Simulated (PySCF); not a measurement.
C₃H₈SSi.
Z-matrix (Å and degrees, PBE0-D3(BJ)/def2-SVP geometry), rows numbered from 1:
```
S 
Si  1  2.1518
C   2  1.8870  1  117.03
C   3  1.5539  2   86.53  1  -138.03
C   4  1.5539  3  101.23  2    21.96
H   1  1.3504  2   94.83  3  -157.91
H   2  1.4958  1  108.04  3   132.03
H   3  1.0989  2  121.50  1   102.25
H   3  1.1025  2  110.76  1   -26.56
H   4  1.1020  3  109.94  2   -94.35
H   4  1.1024  3  114.36  2   145.43
H   5  1.1021  2  110.67  1    21.43
H   5  1.0990  2  121.68  1  -107.71
```

All values: PBE0/def2-SVPD (PySCF, non-relativistic), on one gas-phase PBE0-D3(BJ)/def2-SVP geometry that isn't relaxed in the solvent. The solvent is an IEF-PCM continuum (van der Waals radii × 1.2), and excitations are vertical TDDFT with non-equilibrium linear response and a frozen core. The model holds no explicit solvent molecules, cavitation or dispersion.

Gas-phase singlets (H = HOMO, L = LUMO):

```json
{"state": "S1", "E (eV)": "5.901", "λ (nm)": "210", "f": "0.006", "leading configuration": "H→L 88%"}
{"state": "S2", "E (eV)": "6.278", "λ (nm)": "197", "f": "0.038", "leading configuration": "H→L+1 86%"}
{"state": "S3", "E (eV)": "6.808", "λ (nm)": "182", "f": "0.035", "leading configuration": "H→L+2 84%"}
{"state": "S4", "E (eV)": "7.101", "λ (nm)": "175", "f": "0.005", "leading configuration": "H-1→L 69%"}
{"state": "S5", "E (eV)": "7.195", "λ (nm)": "172", "f": "0.037", "leading configuration": "H→L+3 43%"}
```

Q: What are the lowest 5 singlets in acetonitrile (ε = 35.69)?

A: 
| state | E (eV) | λ (nm) | f | leading configuration | change by rank (eV) |
| --- | --- | --- | --- | --- | --- |
| S1 | 6.122 | 203 | 0.005 | H→L 69% | +0.221 |
| S2 | 6.359 | 195 | 0.067 | H→L+1 70% | +0.081 |
| S3 | 6.900 | 180 | 0.062 | H→L+2 88% | +0.092 |
| S4 | 7.112 | 174 | 0.014 | H-1→L+1 61% | +0.011 |
| S5 | 7.194 | 172 | 0.045 | H-1→L 66% | -0.001 |

Q: The ground-state energy changes by -0.116 eV from gas to acetonitrile. By how much does the total energy of gas-phase S2 change?

A: E(S2) = E(S0) + excitation energy, so it changes by -0.116 + 0.081 = -0.035 eV: it is lowered less than the ground state, which is what a blue shift means. This is the vertical state, with the slow part of the continuum still set for S0.

Q: How do the frontier levels move from gas to acetonitrile?

A: 
```json
{"orbital": "LUMO+2", "gas (eV)": "0.70", "solvent (eV)": "0.80", "change (eV)": "+0.10", "Löwdin shares, gas": "Si2 24 %, S1 22 %, H7 11 %, C5 10 %", "Löwdin shares, solvent": "Si2 26 %, S1 25 %, H7 12 %, C3 9 %"}
{"orbital": "LUMO+1", "gas (eV)": "0.33", "solvent (eV)": "0.41", "change (eV)": "+0.08", "Löwdin shares, gas": "S1 34 %, Si2 23 %, H7 9 %, C4 7 %", "Löwdin shares, solvent": "S1 41 %, Si2 23 %, H7 9 %, C5 6 %"}
{"orbital": "LUMO", "gas (eV)": "0.10", "solvent (eV)": "0.30", "change (eV)": "+0.20", "Löwdin shares, gas": "S1 42 %, H6 23 %, Si2 16 %, H7 5 %", "Löwdin shares, solvent": "S1 45 %, H6 20 %, Si2 17 %, H7 4 %"}
{"orbital": "HOMO", "gas (eV)": "-7.27", "solvent (eV)": "-7.29", "change (eV)": "-0.02", "Löwdin shares, gas": "S1 62 %, C5 12 %, Si2 11 %, H6 5 %", "Löwdin shares, solvent": "S1 57 %, C5 15 %, Si2 12 %, H6 5 %"}
{"orbital": "HOMO-1", "gas (eV)": "-8.12", "solvent (eV)": "-7.96", "change (eV)": "+0.16", "Löwdin shares, gas": "C3 24 %, Si2 18 %, C4 17 %, C5 10 %", "Löwdin shares, solvent": "C3 26 %, Si2 18 %, C4 17 %, S1 9 %"}
{"orbital": "HOMO-2", "gas (eV)": "-8.69", "solvent (eV)": "-8.60", "change (eV)": "+0.09", "Löwdin shares, gas": "C5 22 %, Si2 21 %, S1 21 %, C3 16 %", "Löwdin shares, solvent": "S1 25 %, C5 21 %, Si2 20 %, C3 15 %"}
{"orbital": "HOMO-3", "gas (eV)": "-8.96", "solvent (eV)": "-8.89", "change (eV)": "+0.07", "Löwdin shares, gas": "S1 41 %, Si2 18 %, H7 13 %, C5 7 %", "Löwdin shares, solvent": "S1 37 %, Si2 16 %, H7 11 %, C5 7 %"}
```

The HOMO–LUMO gap goes from 7.37 to 7.58 eV.

The run took 31 s wall on one thread, Arm Neoverse N1 (aarch64) (shared host), and the process peaked at 0.86 GiB of memory. This is the whole response run at PBE0/def2-SVPD in acetonitrile, SCF included.
